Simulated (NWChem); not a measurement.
Species: CH₄FInO; SMILES [F][In]([OH])[CH3]

```xyz
8

In    -0.0251    -0.0205     0.0018
F      1.6944     0.9457    -0.0021
C     -0.1104    -2.1477    -0.0023
H     -0.3085    -2.4910    -1.0271
H     -0.9222    -2.4839     0.6559
H      0.8508    -2.5496     0.3425
O     -1.4822     1.3344    -0.0025
H     -1.1188     2.2284    -0.0081
```
Atoms are numbered in this order, from 1.

Program: NWChem. Geometry: optimised at PBE0/def2-SVP (def2 core potentials past Kr).

### Question
Predict the results for PBE0/STO-3G, non-relativistic. Quantities: highest occupied level (eV); orbital gap (eV); dipole (D).

### Answer
| Item | Result |
|---|---|
| highest occupied level (eV) | -3.52 |
| orbital gap (eV) | 6.67 |
| dipole (D) | 0.11 |
